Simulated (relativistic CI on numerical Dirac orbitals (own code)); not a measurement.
# Ho³⁺: N4,5 absorption edge

Computed with this model: Dirac-Coulomb-Breit CI, KLI orbitals optimised for each configuration, QED by a radiative potential, valence Slater integrals scaled by 0.8, multiplet model of core-to-valence dipole absorption; configurations [Xe] 4f10 → [Kr] 4d9 4f11 5s2 5p6; 10 K; Lorentzian 0.5 eV and Gaussian 0.2 eV FWHM. Energies are those of the free ion, without screening or charge transfer. The branching ratio is the share of the lower-energy edge in the whole absorption, uncertain by about 0.02 where the edges overlap. S is read from ⟨S²⟩ = S(S + 1).

Computed curve for free ion, scaled to 100 at the maximum (points under 2 are left out and the grid is thinned):

(Energy (eV), Intensity): (158.5, 2.5), (159.0, 11.2), (159.4, 7.0), (159.9, 11.6), (160.4, 4.7), (160.8, 2.6), (161.3, 2.2), (161.8, 3.9), (162.2, 9.9), (162.7, 3.6), (163.2, 3.0), (163.6, 4.6), (164.1, 2.5), (164.6, 3.2), (165.0, 3.9), (165.5, 7.2), (166.0, 5.6), (166.4, 9.5), (166.9, 38.8), (167.4, 51.2), (167.8, 23.5), (168.3, 12.2), (168.8, 15.4), (169.2, 18.1), (169.7, 35.3), (170.2, 16.1), (170.6, 11.1), (171.1, 11.5), (171.6, 10.0), (172.0, 4.4), (172.5, 3.6), (173.0, 5.1), (173.4, 9.3), (173.9, 35.5), (174.4, 88.6), (174.8, 24.9), (175.3, 14.8), (175.8, 9.0), (176.2, 4.5), (176.7, 2.1)

The ground state has S = 1.94, and the centroid lies at 169.75 eV.
